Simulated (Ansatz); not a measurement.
Reaction (ligand exchange at the Hf–C bond): `[F][Hf]([F])([Cl])[c]1ccccc1` + H₂S → `[F][Hf]([F])([SH])[Cl]` + `c1ccccc1`

Calculated with Ansatz (gas phase, PBE0-D4/def2-TZVP geometries, no zero-point term in ΔE). CCSD(T)/CBS adds triple-zeta CCSD(T) − MP2 to the extrapolated MP2 energy (def2 sets, frozen cores). This one scheme is used for every species. Functionals use def2-TZVPP. def2 core potentials past Kr. For Hf outer-core shells are correlated without core-valence functions, which leaves a few kJ/mol of doubt a bond. One conformer a species, not always the lowest.

`[F][Hf]([F])([Cl])[c]1ccccc1`:

```xyz
15

F    -3.452    1.001   -0.839
Hf   -2.098   -0.018   -1.688
F    -2.649   -1.827   -1.807
Cl   -1.410    0.880   -3.746
C    -0.378    0.007   -0.332
C     0.890    0.473   -0.701
C     1.947    0.466    0.197
C     1.757   -0.010    1.487
C     0.511   -0.478    1.878
C    -0.542   -0.468    0.976
H     1.063    0.851   -1.704
H     2.921    0.832   -0.108
H     2.583   -0.016    2.189
H     0.362   -0.850    2.886
H    -1.507   -0.841    1.312
```

H₂S:

Cartesian coordinates in Å:
```
S 0.368 0.053 -0.496
H 0.557 0.212 0.823
H -0.924 -0.265 -0.327
```

`[F][Hf]([F])([SH])[Cl]`:

```xyz
6

F    -0.659    1.756    0.636
Hf   -0.491   -0.079    0.219
F    -1.138   -1.177    1.611
S     1.871   -0.588   -0.044
Cl   -1.657   -0.506   -1.763
H     2.075    0.594   -0.660
```

`c1ccccc1`:

Z-matrix (Å, degrees):
```
C
C 1 1.387
C 1 1.388 2 120.0
H 1 1.084 2 120.0 3 -180.0
C 2 1.387 1 120.0 3 -0.0
H 2 1.084 1 120.0 3 180.0
C 3 1.387 1 120.0 2 0.0
H 3 1.084 1 120.0 2 180.0
C 5 1.388 2 120.0 1 0.0
H 5 1.084 2 120.0 1 180.0
H 7 1.084 3 120.0 1 180.0
H 9 1.084 5 120.0 2 180.0
```

(1) Is it downhill or uphill in electronic energy at CCSD(T)/CBS, and by how much? (An estimate is asked.)

(2) What do these levels give: r2SCANh-D4, BHLYP-D4, B2PLYP, r2SCAN, BHLYP, LC-ωPBE, HF/def2-SVP, SCS-MP2/def2-TZVPP, CCSD/def2-TZVPP, HF/def2-QZVPP, SCS-MP2/def2-QZVPP, CCSD/CBS(def2)? (An estimate is asked.)

Largest T1 diagnostic among the species: 0.016.

Results:

(1) Computed: Downhill: ΔE = -29.4 kcal/mol.

(2) Ansatz gave: r2SCANh-D4 -31.5, BHLYP-D4 -30.5, B2PLYP -30.6, r2SCAN -31.9, BHLYP -32.1, LC-ωPBE -31.7, HF/def2-SVP -30.9, SCS-MP2/def2-TZVPP -28.2, CCSD/def2-TZVPP -28.6, HF/def2-QZVPP -32.7, SCS-MP2/def2-QZVPP -29.0, CCSD/CBS(def2) -29.7 kcal/mol.

At CCSD(T), def2-SVP lies +3.8 kcal/mol from the extrapolated value and def2-TZVPP +1.1 kcal/mol. Leaving LDA and LC-ωPBE aside and taking each functional with its dispersion term where it has one, the values, not all of them listed here, spread over 2.5 kcal/mol, from B97M-V to BLYP-D4.
